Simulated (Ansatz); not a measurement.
CH7BOSi, SMILES `OBC[SiH3]`, relaxed with RKS PBE-D4/def2-SVP in the Gaussian-basis code of Ansatz from a rough embedded geometry. The force threshold is 0.03 eV/Å; the program also tests the step.

Charge 0, multiplicity 1.

Start:

```xyz
11

O     1.577    1.022    0.536
B     0.435    1.350   -0.217
C    -0.709    0.276   -0.419
Si   -0.434   -1.332    0.466
H     2.273    0.660   -0.119
H     0.323    2.438   -0.678
H    -0.910    0.122   -1.485
H    -1.701    0.718    0.046
H    -1.505   -2.227    0.180
H     0.845   -1.906   -0.159
H    -0.195   -1.122    1.847
```

Q: By how much does the energy fall, and how many steps does the optimiser take? (Estimate.)

A: Ansatz gave: 1.06 eV, in 12 steps.

Q: Which bonds change most? (Best estimate.)

A: Computed: Si4–H11 from 1.417 to 1.505 Å; Si4–H9 from 1.425 to 1.508 Å; C3–H8 from 1.182 to 1.115 Å; O1–H5 from 1.022 to 0.974 Å.

Q: Give the relaxed structure. (Estimate.)

A: The calculation gave: 
```xyz
11

O     1.654    0.858    0.316
B     0.521    1.249   -0.334
C    -0.712    0.271   -0.376
Si   -0.468   -1.437    0.409
H     2.355    1.533    0.289
H     0.488    2.354   -0.867
H    -1.040    0.159   -1.435
H    -1.571    0.785    0.114
H    -1.724   -2.262    0.278
H     0.646   -2.189   -0.268
H    -0.148   -1.320    1.875
```
